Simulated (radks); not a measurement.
Values are calculated unless marked as measured or tabulated.
Ionisation of neutral palladium, [Kr] 4d10, to [Kr] 4d9 as the strength of local exchange is varied. Code: a radial shooting solver on a logarithmic mesh with Libxc functionals. Model: Dirac Kohn-Sham, Slater X-alpha exchange (alpha = 2/3 is LDA exchange), no correlation, spin-unpolarised, spherical densities, finite nucleus; Fermi nuclear charge, rms radius 4.5318 fm.

alpha,E(Pd) (hartree),exchange (hartree),IE (eV),-e of the level emptied (eV),<r> of it (bohr)
0.571,-5018.40419,-115.13048,7.027,2.214 (4d5/2),1.686
0.648,-5033.95528,-131.08706,7.903,2.853 (4d5/2),1.640
0.667,-5037.80044,-135.04011,8.129,3.022 (4d5/2),1.629
0.713,-5047.12269,-144.63638,8.691,3.449 (4d5/2),1.604
1.038,-5113.50598,-213.46852,13.301,7.173 (4d5/2),1.457

NIST Atomic Spectra Database: 8.337 eV (measured). The Delta-SCF value meets it near alpha = 0.68. Spin polarisation and multiplet splitting are left out, so open shells lie too high by an amount that depends on their filling. Sharing an open shell by 2j + 1 raises it above the true ground level by a part of the spin-orbit splitting, which enters the differences from NIST.

Beside tabulated values, note that spin-unpolarised runs miss the spin-polarisation part of the exchange energy of open shells.
